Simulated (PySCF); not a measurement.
H5Sb, SMILES [SbH5].

Geometry: r2SCAN-D4/def2-TZVP. The def2 effective core potentials stand for the cores of Sb; spin–orbit coupling is left out.

Calculation: PySCF with PBE0/def2-TZVPD.

Question: Estimate the frontier levels, gap, dipole moment and polarisability. (An estimate is asked for; the answer gives what the named calculation found.)

Answer: 
```json
{
 "highest_occupied_level": "-6.36 eV",
 "lowest_empty_level": "-1.02 eV",
 "orbital_gap": "5.34 eV",
 "dipole_moment": "0.00 D",
 "quadrupole, principal values (traceless, Buckingham form, about the centre of nuclear charge)": "-5.29, 2.64, 2.64 D·Å",
 "mean_static_polarisability": "51.4 bohr³ (7.62 Å³)",
 "polarisability_principal_values": "48.0, 48.0, 58.2 bohr³"
}
```
